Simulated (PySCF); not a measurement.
Compound: C₉H₉ (doublet state).
Structure used (GFN2-xTB), in Å, numbered top down from 1:
```
atom  x, y, z in Å
C1    -0.278    3.641    0.713
C2     0.016    2.488    0.512
C3     0.357    1.150    0.282
C4    -0.719    0.268    0.174
C5    -1.735   -0.383    0.076
C6    -2.905   -1.219   -0.043
C7     1.727    0.810    0.154
C8     2.278   -0.415   -0.015
C9     1.554   -1.713   -0.079
H10   -0.532    4.643    0.888
H11   -3.796   -0.653    0.232
H12   -2.820   -2.087    0.613
H13   -3.013   -1.569   -1.070
H14    2.399    1.660    0.202
H15    3.353   -0.468   -0.125
H16    0.664   -1.699    0.546
H17    2.206   -2.526    0.237
H18    1.235   -1.921   -1.103
```

The hyperfine couplings belong to this conformer and change with its torsions.

The species is `C#CC(=C=[C]C)/C=C\C` [radical].

Computed, not measured: UKS B3LYP, pcH-1 on C H, non-relativistic, mean-field spin-orbit, GIAO (PySCF 2.14.0). One conformer (not necessarily the lowest) at the GFN2-xTB geometry, without solvent, vibrations or thermal averaging. GFN2-xTB frequencies show an imaginary mode (35i cm⁻¹), so this geometry is no minimum at that level. The geometry wasn't refined by DFT: couplings that depend on bond lengths, twists or pyramidal angles can differ widely from those at the functional's own minimum. Stability of the SCF solution: not tested. ⟨S²⟩ is 0.780 where a pure state has 0.75.

**Question.** What is the g tensor, term by term?

**Answer.** 
| Δg (ppm) | 1 | 2 | 3 |
| --- | --- | --- | --- |
| relativistic mass correction | -145 | -145 | -145 |
| gauge correction | -5 | 30 | 26 |
| orbital Zeeman/spin–orbit | 11 | 632 | 819 |
| total | -139 | 517 | 700 |

So g = 2.00218, 2.00284, 2.00302 and g_iso = 2.00268; the tensor is rhombic: the two nearest values differ by 22 % of g3 − g1. Axes: g2 points within 7° of the C8–C9 bond.

**Question.** What are the electron Larmor frequencies g μB B/h along the three axes at 350 mT?

**Answer.** 9.8081, 9.8113, 9.8122 GHz for g1, g2 and g3, a range of 4.1 MHz.

**Question.** Average each term over the three axes. Which is largest in size?

**Answer.** The orbital-Zeeman/spin–orbit term 487, the mass correction -145 and the gauge correction 17 ppm, for a total of 359 ppm. The orbital-Zeeman/spin–orbit term is the largest in size. The mass correction is the same along every axis, so the anisotropy comes from the other two: their spans along these axes are 35 (gauge) and 808 ppm (orbital Zeeman/spin–orbit).

**Question.** What effective moment and Curie constant follow for a powder?

**Answer.** With the mean of g² = 4.0107 and S(S+1) = 0.75: μ_eff = √(⟨g²⟩S(S+1)) = 1.734 μB and χT = 0.12505·⟨g²⟩·S(S+1) = 0.376 cm³ K/mol (cgs; spin-Hamiltonian part alone).

**Question.** In a frozen sample, at which fields do the three g values resonate at 9.5, 34, 94 and 263 GHz (hyperfine left aside), and which band first spreads them over more than twice a line width of 0.3 mT?

**Answer.** 
```json
{"band": "X", "GHz": "9.5", "B(g3) mT": "338.87", "B(g2) mT": "338.90", "B(g1) mT": "339.01", "spread mT": "0.14"}
{"band": "Q", "GHz": "34.0", "B(g3) mT": "1212.78", "B(g2) mT": "1212.89", "B(g1) mT": "1213.29", "spread mT": "0.51"}
{"band": "W", "GHz": "94.0", "B(g3) mT": "3352.98", "B(g2) mT": "3353.29", "B(g1) mT": "3354.39", "spread mT": "1.40"}
{"band": "J", "GHz": "263.0", "B(g3) mT": "9381.22", "B(g2) mT": "9382.07", "B(g1) mT": "9385.15", "spread mT": "3.93"}
```

The spread grows in proportion to the frequency. W band is the first where it exceeds 0.6 mT.

The Mulliken spin populations are largest on C3 (+0.49), C8 (+0.44), C1 (+0.31) and C5 (+0.30). Four atoms exceed +0.15. The positive populations add up to 1.60 and the negative ones to -0.60, together 2S = 1.

The HOMO–LUMO gaps are 5.22 eV among the α and 4.33 eV among the β orbitals.

The SMILES draws the unpaired electron on C5; the largest computed Mulliken spin population is on C3 (0.49 against 0.30).
